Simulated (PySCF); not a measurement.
rhodium atom (Rh), quartet (core potentials on Rh). Base run: HF/def2-SVP (PySCF).

Here is a job for PySCF.
```python
from pyscf import gto, scf

mol = gto.Mole()
mol.atom = '''
    Rh    0.00000000    0.00000000    0.00000000
'''
mol.basis = 'def2-svp'
mol.ecp = {'Rh': 'def2-svp'}
mol.spin = 3
mol.verbose = 4
mol.build()

mf = scf.UHF(mol)
mf.kernel()
mf.analyze()
```

Each row names what was changed in the base input (with any setting that the change needs).

```tsv
change	ΔE vs base (mEh)	fitting functions	outcome
base	0.000	-	converged
auxbasis = even-tempered beta=2.0	-36.152	232	converged
auxbasis = cc-pvdz-jkfit	-	-	input refused
auxbasis = def2-svp-ri	-	-	input refused
auxbasis = def2-universal-jkfit	-35.945	255	converged
auxbasis = cc-pvqz-jkfit	-	-	input refused
auxbasis = cc-pvtz-jkfit	-	-	input refused
auxbasis = even-tempered beta=1.6	0.004	337	converged
auxbasis = default (with mf = mf.density_fit())	-35.945	255	converged
only_dfj = on; auxbasis = def2-universal-jfit	-0.025	89	converged
```

A fitting set is made for a task (jfit for Coulomb, jkfit for Coulomb and exchange, ri for correlation) and for a family of orbital bases.

Open shells are given as the SCF converged; they aren't shown to be the lowest states, and a large step between rows can be another state.

- auxbasis = cc-pvdz-jkfit: ended with `pyscf.lib.exceptions.BasisNotFoundError: Basis set not found for Rh in cc-pvdz-jkfit`
- auxbasis = def2-svp-ri: ended with `pyscf.lib.exceptions.BasisNotFoundError: Basis set not found for Rh in def2-svp-ri`
- auxbasis = cc-pvqz-jkfit: ended with `pyscf.lib.exceptions.BasisNotFoundError: Basis set not found for Rh in cc-pvqz-jkfit`
